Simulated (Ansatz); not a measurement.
Species: C3H5Cl2 (charge -1, singlet). It need not be the lowest isomer of its formula. Whether it binds its extra electron was not tested at this geometry. 
Structure (B3LYP-D3(BJ)/def2-TZVP (Ansatz, an electronic-structure program) minimum search):
```xyz
10

C     -0.1370    -0.5153    -0.9414
C     -1.2599    -0.6073     0.0642
Cl    -2.0537     1.1868     0.0482
C      1.0999     0.2119    -0.4339
Cl     2.1430    -0.8007     0.6866
H      0.1446    -1.5412    -1.2153
H     -0.3872     0.0038    -1.8941
H     -2.0826    -1.1464    -0.4263
H      1.7763     0.5012    -1.2381
H      0.8128     1.0830     0.1491
```
Charge -1, spin multiplicity 1.

Basis-set convergence of Hartree-Fock and MP2 correlation energies (hartree) with Ansatz. Valence correlation only, unless marked. Spin-orbit coupling is left out. No relativistic terms.

| basis | functions | E(HF) | E(corr, MP2) |
|---|---|---|---|
| aug-cc-pV(D+d)Z | 178 | -1035.49127 | -0.75663 |
| aug-cc-pV(T+d)Z | 363 | (withheld) | (withheld) |

### Question
Fill in the missing entries.

### Answer

- aug-cc-pV(T+d)Z, E(HF): -1035.54231
- aug-cc-pV(T+d)Z, E(corr, MP2): -0.92972
